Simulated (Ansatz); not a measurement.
All values below come from frozen-core CCSD(T)/cc-pVTZ // PBE-D3(BJ)/def2-TZVP in Ansatz (a quantum-chemistry and plane-wave program). The restricted HF reference is unstable towards unrestricted orbitals.

Ansatz 0.2 input:
```yaml
crystal:
  periodic: [false, false, false]
  atoms:
    - { symbol: C, position_ang: [-1.297123, 0.020163, -0.172172] }
    - { symbol: C, position_ang: [0.012415, -0.057303, -0.003756] }
    - { symbol: B, position_ang: [1.464081, -0.259521, 0.17182] }
    - { symbol: O, position_ang: [1.000388, 1.023096, 0.232059] }
    - { symbol: H, position_ang: [-1.867387, -0.893524, -0.335498] }
    - { symbol: H, position_ang: [-1.828005, 0.972648, -0.152987] }
    - { symbol: H, position_ang: [2.515629, -0.805562, 0.260534] }
basis:
  gaussian: { orbitals: cc-pVTZ }
correlation:
  method: ccsd_t
```

Output:

```
Functional definition: HF
943 factors; integrals over basis functions are off by at most 1.1e-3 eV
mean field evaluation 1: about -4814.6207 eV, gradient 3.3e1 eV
mean field evaluation 2: about -4814.6239 eV, gradient 3.3e1 eV
mean field evaluation 4: about -4817.3816 eV, gradient 5.0e0 eV
mean field evaluation 8: about -4817.4498 eV, gradient 1.1e-1 eV
mean field evaluation 16: about -4817.4402 eV, gradient 1.4e0 eV
mean field -4817.44993361 eV, -177.0380196755 hartree, gradient 2.9e-6 eV, S^2 0.000000; 0 other end points of the search recorded, 0 dependent functions left out; unrestricted orbitals would lower it
4 core orbitals not correlated
reference -4817.44993361 eV, -177.0380196755 hartree; 10, 10 occupied and 148, 148 virtual orbitals, 943 factors
second order -17.62034313 eV of doubles, -0.00000000 eV of singles
cycle   1  -17.43699378 eV  change    1.8e-1 eV  update   1.1e-1
cycle   2  -17.95119136 eV  change   -5.1e-1 eV  update   4.0e-2
cycle   3  -18.10293988 eV  change   -1.5e-1 eV  update   2.1e-2
cycle   4  -18.08918776 eV  change    1.4e-2 eV  update   6.0e-3
cycle   5  -18.08750152 eV  change    1.7e-3 eV  update   3.0e-3
cycle   6  -18.08921574 eV  change   -1.7e-3 eV  update   1.0e-3
cycle   7  -18.08858537 eV  change    6.3e-4 eV  update   4.8e-4
cycle   8  -18.08854705 eV  change    3.8e-5 eV  update   1.7e-4
cycle   9  -18.08858298 eV  change   -3.6e-5 eV  update   6.0e-5
cycle  10  -18.08856336 eV  change    2.0e-5 eV  update   2.3e-5
perturbative correction -0.88105571 eV, -0.0323782000 hartree
Total energy: -4836.41955268 eV, -177.7351403182 hartree
```

Cost: roughly 60 core-seconds.
